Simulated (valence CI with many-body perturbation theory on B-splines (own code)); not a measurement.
The numbers below are computed, except where a source is named.
**Sensitivity of CI+MBPT for P10+**

Level of theory: relativistic CI+MBPT: three valence electrons over a frozen Dirac-Fock core [He], radial functions for each j: 6 s, 6 p, 5 d, 3 f, 1 g, with the one-electron correlation potential Σ1, the two-electron term Σ2, the three-electron term Σ3, Breit, model QED; selected CI, second order for the rest, scaled by the run's own slope (own B-spline code, finite nucleus).

No measured spectrum was set against this ion. As an estimate, levels of excited configurations hold to 0.05 to 0.15 % of their energy, terms of the ground configuration to about 0.5 %.

The reference run has the lowest level 2s2 2p 2P°_1/2 and an ionisation energy of 479.379 eV. Its largest variational space holds 4049 state functions.

Changed runs:
A. scale of Σ1 1 → 0; scale of Σ2 1 → 0; three-electron term on → off
B. averaging of valence orbitals over low configurations on → off
C. lowest core n in screening and Σ2 1 → 3
D. highest l in the core sums 6 → 1 (bad on purpose)

Excitation energies of the reference run in cm⁻¹, and shifts in cm⁻¹:

```tsv
Level	Reference	A	B	D
2s2 2p 2P°_3/2	9700	-34	+0.6	-11
2s 2p2 4P_1/2	176890	+1119	+25	+1064
2s 2p2 4P_3/2	180374	+1105	+25	+1060
2s 2p2 4P_5/2	185330	+1088	+25	+1054
2s 2p2 2D_3/2	317039	+1681	+54	+1116
2s 2p2 2D_5/2	317148	+1679	+54	+1115
2s 2p2 2S_1/2	403820	+1557	+78	+604
2s 2p2 2P_1/2	427291	+3405	+21	+1046
2s 2p2 2P_3/2	432532	+3485	+17	+1066
2p3 4S°_3/2	558767	+4558	+40	+2041
2p3 2D°_3/2	632199	+3980	+83	+2118
2p3 2D°_5/2	632400	+3974	+82	+2121
Ionisation energy (eV)	479.379	-0.187	-0.0013	-0.143
```

Run C: It gave no result: the setting left no core shell for the response of the core. The program said: "need at least one array to concatenate".
